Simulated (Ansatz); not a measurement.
Single points on [TaO2F2]- (TaO2F2⁻).

```yaml
crystal:
  periodic: [false, false, false]
  atoms:
    - {symbol: Ta, position_ang: [0.017115, -0.000066, 0.011958]}
    - {symbol: O, position_ang: [0.052642, -0.016660, 1.799091]}
    - {symbol: O, position_ang: [1.707403, 0.009132, -0.569617]}
    - {symbol: F, position_ang: [-0.892220, 1.629121, -0.605556]}
    - {symbol: F, position_ang: [-0.884930, -1.621516, -0.635876]}
basis:
  gaussian: {orbitals: def2-TZVPD, initial_orbitals: start.molden}
total_charge: -1
hamiltonian: {xc: r2scan, dispersion: d4}
scf: {omitted_lower_state_checks: [starts]}
output: {orbitals: {seedname: orbitals}}
```

The file start.molden holds the orbitals of an earlier run on this structure, at another level or in another basis.

```sh
$ ansatz run in.yaml --threads 4 --pin off --events-out ev --progress --plain --max-ram 3916MiB
```

Output, abridged:

```
Functional definition: r2SCAN
1128 factors; their error is unknown
mean field evaluation 1: about -11090.3067 eV, gradient 5.6e0 eV
mean field evaluation 2: about -11090.3571 eV, gradient 5.4e-2 eV
mean field evaluation 4: about -11090.3473 eV, gradient 5.6e-5 eV
mean field -11090.34733569 eV, -407.5627472791 hartree, gradient 2.0e-5 eV, S^2 0.000000; 0 other end points of the search recorded, 0 dependent functions left out
reference -11090.34735495 eV, -407.5627479870 hartree; 24, 24 occupied and 179, 179 virtual orbitals, 1128 factors
Total energy: -11090.37367450 eV, -407.5637152127 hartree
Checks for a lower state left out: starts
```

Run time 1.1 s (4 threads of AMD EPYC 9B45 on a shared host).

The first input with `hamiltonian: {xc: {name: B2PLYP}}` and without the key `output` (abridged; 1.6 s):

```
Functional definition: B2PLYP
mean field -11072.68272360 eV, -406.9135847584 hartree, gradient 1.5e-6 eV, S^2 0.000000
4 core orbitals not correlated: weight in the atoms' cores, before any rotation towards them, 1.000 or more for the frozen orbitals, at most 0.000 for the correlated occupied ones
second order -46.34109422 eV of doubles, -0.00000000 eV of singles
Total energy: -11085.19499617 eV, -407.3734022944 hartree
Checks for a lower state left out: starts
```

First input, but with `correlation: {method: ccsd_t}` and without the key `hamiltonian` (abridged; 46 s):

```
Functional definition: HF
mean field -11033.14917435 eV, -405.4607536202 hartree, gradient 1.8e-6 eV, S^2 0.000000
4 core orbitals not correlated: weight in the atoms' cores, before any rotation towards them, 1.000 or more for the frozen orbitals, at most 0.000 for the correlated occupied ones
second order -37.67841471 eV of doubles, -0.00000000 eV of singles
cycle   1  -34.61413977 eV  change     3.1e0 eV  update   2.5e-1
cycle   2  -35.97360204 eV  change    -1.4e0 eV  update   1.5e-1
cycle   3  -36.25805059 eV  change   -2.8e-1 eV  update   3.5e-2
cycle   4  -36.27431795 eV  change   -1.6e-2 eV  update   1.5e-2
cycle   5  -36.25099215 eV  change    2.3e-2 eV  update   3.5e-3
cycle   6  -36.25050529 eV  change    4.9e-4 eV  update   1.3e-3
cycle   7  -36.25116343 eV  change   -6.6e-4 eV  update   5.8e-4
cycle   8  -36.25059996 eV  change    5.6e-4 eV  update   2.3e-4
cycle   9  -36.25063982 eV  change   -4.0e-5 eV  update   8.6e-5
cycle  10  -36.25076021 eV  change   -1.2e-4 eV  update   3.2e-5
cycle  11  -36.25070875 eV  change    5.1e-5 eV  update   1.5e-5
cycle  12  -36.25068243 eV  change    2.6e-5 eV  update   6.9e-6
perturbative correction -1.68270293 eV, -0.0618381922 hartree
Total energy: -11071.08255971 eV, -406.8547798202 hartree
Checks for a lower state left out: starts
```

As the first input, with `hamiltonian: {xc: hse06, dispersion: d4}` (abridged; 0.95 s):

```
Functional definition: HSE06
mean field -11082.99985729 eV, -407.2927324282 hartree, gradient 4.4e-5 eV, S^2 0.000000
Total energy: -11083.09090436 eV, -407.2960783462 hartree
Checks for a lower state left out: starts
```

As the first input, with `hamiltonian: {xc: pbe0, dispersion: d4}`, `output: {forces: true, orbitals: {seedname: orbitals}}` (abridged; 1.4 s):

```
Functional definition: PBE0
mean field -11083.41416484 eV, -407.3079579500 hartree, gradient 1.9e-5 eV, S^2 0.000000
Total energy: -11083.51082625 eV, -407.3115101911 hartree
Atom 0 force     0.806830    -0.003589     0.563487 eV/Å
Atom 1 force    -0.128669     0.010875    -1.194827 eV/Å
Atom 2 force    -1.166242    -0.005273     0.290357 eV/Å
Atom 3 force     0.245309    -0.566840     0.165201 eV/Å
Atom 4 force     0.242771     0.564827     0.175782 eV/Å
Dipole moment:    -0.491349     0.002115    -0.343222 e Å
Checks for a lower state left out: starts
```

As the first input, with `gaussian: {orbitals: def2-SVPD, initial_orbitals: start.molden}`, `hamiltonian: {xc: pbe0, dispersion: d4}` (abridged; 0.45 s):

```
Functional definition: PBE0
mean field -11072.07034925 eV, -406.8910804162 hartree, gradient 3.3e-5 eV, S^2 0.000000
Total energy: -11072.16699915 eV, -406.8946322343 hartree
Checks for a lower state left out: starts
```

The first input with `hamiltonian: {xc: {name: wB97M-V}}` (abridged; 2.5 s):

```
Functional definition: wB97M-V
mean field -11088.73998197 eV, -407.5036781193 hartree, gradient 2.0e-5 eV, S^2 0.000000
Total energy: -11088.74004604 eV, -407.5036804740 hartree
Checks for a lower state left out: starts
```

Geometry: PBE-D4/def2-SVPD.

In the def2 sets Ta takes a core potential; there is no spin–orbit coupling. HSE06 is defined as in plane-wave codes, on full-range PBE exchange. Correlated methods freeze 4 core orbitals; core or outer-core shells of Ta are correlated, in sets that lack core-valence functions. At B2PLYP/def2-TZVPD the test of the restricted singlet for broken spin symmetry was undecided.
